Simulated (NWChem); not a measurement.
System: BeH2; SMILES [BeH2]

The following NWChem deck was run.

```
start job
memory heap 200 mb stack 900 mb global 1100 mb
geometry units angstroms noautosym nocenter noautoz
  Be     0.000000     0.000000     0.000000
  H      0.000000     0.000000     1.338991
  H      0.000000     0.000000    -1.338991
end
basis spherical
  Be library 6-31+g*
  H library 6-31+g*
end
dft
  xc xpbe96 cpbe96
  iterations 150
end
tddft
  cis
  nroots 6
  notriplet
end
task tddft energy
```

Excerpt of the output:

```
             Northwest Computational Chemistry Package (NWChem) 7.3.0
             --------------------------------------------------------

                             Geometry "geometry" -> ""
                             -------------------------

 Output coordinates in angstroms (scale by  1.889725989 to convert to a.u.)

  No.       Tag          Charge          X              Y              Z
 ---- ---------------- ---------- -------------- -------------- --------------
    1 Be                   4.0000     0.00000000     0.00000000     0.00000000
    2 H                    1.0000     0.00000000     0.00000000     1.33899100
    3 H                    1.0000     0.00000000     0.00000000    -1.33899100

 Effective nuclear repulsion energy (a.u.)       3.3592508213

  pbe96 is a nonlocal functional; adding pw91lda local functional.

                                 NWChem DFT Module
                                 -----------------

 Summary of "ao basis" -> "ao basis" (spherical)
 ------------------------------------------------------------------------------
       Tag                 Description            Shells   Functions and Types
 ---------------- ------------------------------  ------  ---------------------
 Be                         6-31+g*                  8       18   4s3p1d
 H                          6-31+g*                  2        2   2s

            General Information
            -------------------
          SCF calculation type: DFT
          Wavefunction type:  closed shell.
          No. of atoms     :     3
          No. of electrons :     6
           Alpha electrons :     3
            Beta electrons :     3
          Charge           :     0
          Spin multiplicity:     1
          Use of symmetry is: off; symmetry adaption is: off
          Maximum number of iterations: 150
          AO basis - number of functions:    22
                     number of shells:    12
          Convergence on energy requested:  1.00D-06
          Convergence on density requested:  1.00D-05
          Convergence on gradient requested:  5.00D-04

              XC Information
              --------------
          PerdewBurkeErnzerhof Exchange Functional  1.000
            Perdew 1991 LDA Correlation Functional  1.000 local
           PerdewBurkeErnz. Correlation Functional  1.000 non-local

             Grid Information
             ----------------
          Grid used for XC integration:  medium
          Radial quadrature: Mura-Knowles
          Angular quadrature: Lebedev.
          Tag              B.-S. Rad. Rad. Pts. Rad. Cut. Ang. Pts.
          ---              ---------- --------- --------- ---------
          Be                  1.05       49          11.0       434
          H                   0.35       45           8.0       434
          Grid pruning is: on
          Number of quadrature shells:   139
          Spatial weights used:  Erf1

      Superposition of Atomic Density Guess
      -------------------------------------

 Sum of atomic energies:         -15.56606137

      Non-variational initial energy
      ------------------------------

 Total energy =     -15.612121
 1-e energy   =     -26.545745
 2-e energy   =       7.574372
 HOMO         =      -0.350744
 LUMO         =       0.021177

   convergence    iter        energy       DeltaE   RMS-Dens  Diis-err
 ---------------- ----- ----------------- --------- --------- ---------
 d= 0,ls=0.0,diis     1    -15.8487562848 -1.92D+01  1.57D-02  3.85D-02
 d= 0,ls=0.0,diis     2    -15.8577746610 -9.02D-03  2.97D-03  1.35D-03
 d= 0,ls=0.0,diis     3    -15.8581735017 -3.99D-04  7.41D-04  1.53D-04
 d= 0,ls=0.0,diis     4    -15.8582162067 -4.27D-05  6.41D-05  1.01D-06
 d= 0,ls=0.0,diis     5    -15.8582164604 -2.54D-07  1.23D-05  5.95D-08
 d= 0,ls=0.0,diis     6    -15.8582164734 -1.30D-08  4.52D-08  2.36D-13

         Total DFT energy =      -15.858216473403
      One electron energy =      -27.048358891749
           Coulomb energy =       11.356004184510
    Exchange-Corr. energy =       -3.525112587489
 Nuclear repulsion energy =        3.359250821325

[...]

                                NWChem TDDFT Module
                                -------------------

            General Information
            -------------------
           No. of orbitals :      44
            Alpha orbitals :      22
             Beta orbitals :      22
        Alpha frozen cores :       0
         Beta frozen cores :       0
     Alpha frozen virtuals :       0
      Beta frozen virtuals :       0
         Spin multiplicity :       1
    Number of AO functions :      22
        Use of symmetry is : off
      Symmetry adaption is : off
         Schwarz screening :  0.10D-07

              XC Information
              --------------
   PerdewBurkeErnzerhof Exchange Functional   1.00
     Perdew 1991 LDA Correlation Functional   1.00 local
    PerdewBurkeErnz. Correlation Functional   1.00 non-local

             TDDFT Information
             -----------------
          Calculation type : Tamm-Dancoff TDDFT
         Wavefunction type : Restricted singlets
          No. of electrons :       6
           Alpha electrons :       3
            Beta electrons :       3
              No. of roots :       6
          Max subspacesize :    5200
            Max iterations :     100
               Target root :       1
           Target symmetry : none
      Symmetry restriction : off
                 Algorithm : Optimal
        Davidson threshold :  0.10D-03

    6 smallest eigenvalue differences (eV)
--------------------------------------------------------
  No. Spin  Occ  Vir  Irrep   E(Occ)    E(Vir)   E(Diff)
--------------------------------------------------------
    1    1    3    4 a        -0.272    -0.057     5.862
    2    1    3    5 a        -0.272    -0.057     5.862
    3    1    2    4 a        -0.308    -0.057     6.831
    4    1    2    5 a        -0.308    -0.057     6.831
    5    1    3    6 a        -0.272     0.009     7.660
    6    1    3    7 a        -0.272     0.023     8.027
--------------------------------------------------------

  Entering Davidson iterations
  Restricted singlet excited states

  Iter   NTrls   NConv    DeltaV     DeltaE      Time
  ----  ------  ------  ---------  ---------  ---------
    1      6       0     0.53E-01   0.10+100        0.1
    2     12       2     0.95E-02   0.68E-02        0.1
    3     16       4     0.14E-02   0.13E-03        0.1
    4     18       6     0.81E-04   0.69E-05        0.1
  ----  ------  ------  ---------  ---------  ---------
  Convergence criterion met

  Ground state a         -15.858216473403 a.u.

  ----------------------------------------------------------------------------
  Root   1 singlet a              0.218765732 a.u.                5.9529 eV
  ----------------------------------------------------------------------------
     Transition Moments    X -0.00000   Y  0.00000   Z  0.00000
     Dipole Oscillator Strength                    0.0000000000
     Electric Quadrupole                           0.0000002437
     Magnetic Dipole                               0.0000030531
     Total Oscillator Strength                     0.0000032968

     Occ.    3  a   ---  Virt.    4  a        0.95518
     Occ.    3  a   ---  Virt.    5  a       -0.29514
  ----------------------------------------------------------------------------
  Root   2 singlet a              0.218765732 a.u.                5.9529 eV
  ----------------------------------------------------------------------------
     Transition Moments    X  0.00000   Y  0.00000   Z  0.00000
     Dipole Oscillator Strength                    0.0000000000
     Electric Quadrupole                           0.0000002437
     Magnetic Dipole                               0.0000030531
     Total Oscillator Strength                     0.0000032968

     Occ.    3  a   ---  Virt.    4  a       -0.29514
     Occ.    3  a   ---  Virt.    5  a       -0.95518
  ----------------------------------------------------------------------------
  Root   3 singlet a              0.277949047 a.u.                7.5634 eV
  ----------------------------------------------------------------------------
     Transition Moments    X -1.46176   Y  0.25913   Z  0.00000
     Dipole Oscillator Strength                    0.4083802721
     Electric Quadrupole                           0.0000000000
     Magnetic Dipole                               0.0000000000
     Total Oscillator Strength                     0.4083802721

     Occ.    2  a   ---  Virt.    4  a        0.93856
     Occ.    2  a   ---  Virt.    5  a       -0.29086
     Occ.    2  a   ---  Virt.    8  a        0.17523
  ----------------------------------------------------------------------------
  Root   4 singlet a              0.277949047 a.u.                7.5634 eV
  ----------------------------------------------------------------------------
     Transition Moments    X  0.25913   Y  1.46176   Z -0.00000
     Dipole Oscillator Strength                    0.4083802722
     Electric Quadrupole                           0.0000000000
     Magnetic Dipole                               0.0000000000
     Total Oscillator Strength                     0.4083802722

     Occ.    2  a   ---  Virt.    4  a       -0.29086
     Occ.    2  a   ---  Virt.    5  a       -0.93856
     Occ.    2  a   ---  Virt.    9  a       -0.17523
  ----------------------------------------------------------------------------
  Root   5 singlet a              0.286355144 a.u.                7.7921 eV
  ----------------------------------------------------------------------------
     Transition Moments    X  0.00000   Y  0.00000   Z  0.45339
     Dipole Oscillator Strength                    0.0392434108
     Electric Quadrupole                           0.0000000000
     Magnetic Dipole                               0.0000000000
     Total Oscillator Strength                     0.0392434108

[...]
```

Level: PBE/6-31+G* (spherical d), TDA. Structure relaxed at the PBE0/def2-SVP level.
